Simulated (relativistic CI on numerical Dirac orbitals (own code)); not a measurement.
Hg XXX: q coefficients and field-shift factors

Method of calculation: Dirac-Coulomb-Breit CI, separate exchange-only KLI orbitals for each configuration, derivatives by finite differences, unscaled Slater integrals, QED left out (own radial code, finite nucleus).

Configuration list (outside the closed core [Ar] 3d10 4p6 4d10): 4s²4f⁵, 4s²4f⁴5s, 4s²4f³5s², 4s4f⁴5s². Levels of other configurations are missing.

With x = (α/α₀)² − 1 an excitation energy changes as ω = ω₀ + qx; K = 2q/ω₀ is the relative enhancement. Terms are leading LS components, so labels can repeat. The field-shift factor is F = δν/δ⟨r²⟩ for the transition from the lowest level.

Lowest level 4s²4f⁵ ⁶H°5/2.

| Level | ω₀ (cm⁻¹) | q (cm⁻¹) | F (GHz/fm²) |
| --- | --- | --- | --- |
| 4s²4f⁵ ⁶H°7/2 | 21155.5 | 33370 | 1.76 |
| 4s²4f⁵ ⁶F°5/2 | 35965.2 | 23600 | 1.5 |
| 4s²4f⁵ ⁶H°9/2 | 37822.4 | 51090 | 2.78 |
| 4s²4f⁵ ⁶F°3/2 | 38228.9 | 30150 | 1.82 |
| 4s²4f⁵ ⁶F°1/2 | 41621.8 | 37970 | 2.22 |
| 4s²4f⁵ ⁶H°11/2 | 50053.8 | 56390 | 3.17 |
| 4s²4f⁵ ⁶F°7/2 | 54059.1 | 47950 | 2.83 |
| 4s²4f⁵ ⁴I°15/2 | 58249.3 | 29370 | 2.08 |
| 4s²4f⁵ ⁶H°13/2 | 58564.2 | 53200 | 3.15 |
| 4s²4f⁵ ⁶F°9/2 | 68890.0 | 57210 | 3.43 |
| 4s²4f⁵ ⁶F°5/2 | 74241.2 | 57750 | 3.51 |
| 4s²4f⁵ ⁴M°15/2 | 78228.6 | 64470 | 3.9 |
| 4s²4f⁵ ⁶F°11/2 | 81391.4 | 59680 | 3.7 |

At this charge energies of transitions that change n are usually good to better than 1 %, and those within a shell (Δn = 0) to a few per cent. Terms inside the open d or f shell come out 10 to 20 % too wide with unscaled integrals.

Problem. Which transition from the lowest level has the largest |K|?

Solution. 4s²4f⁵ ⁶H°7/2 at 21155.5 cm⁻¹, K = 3.16.
